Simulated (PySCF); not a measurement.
**HoN at PBEsol**

Computed with PBEsol; Ho x2c-SVPall, N x2c-SVPall; spin-free X2C with a Gaussian nucleus (PySCF 2.14).

| Quantity | Value |
| --- | --- |
| state | septet, about 10.4 electrons in the 4f shell (Mulliken), real f orbitals that mix terms |
| bond length | 1.809 Å |
| harmonic wavenumber | 727 cm⁻¹ |
| force constant | 4.02 mdyn/Å |
| rotational constant Be | 0.3992 cm⁻¹ |
| anharmonicity ωexe | 4.52 cm⁻¹ |
| vibration–rotation constant αe | 0.00278 cm⁻¹ |
| well depth De to Ho (4f11 6s2) + N | 78.4 kcal/mol |
| dissociation energy D0 | 77.4 kcal/mol |
| bond order (Mayer) | 2.86 |
| dipole moment (positive dipole means Ho(−)N(+)) | -3.77 D |

Spin–orbit coupling is left out, which matters for elements this heavy, above all for dissociation energies. Counting both spins, an empty level lies below a filled one in this solution, because spin and occupation are held. The state is the lowest single determinant that the PBE0 search found; with open d or f shells the true ground state can be another one.
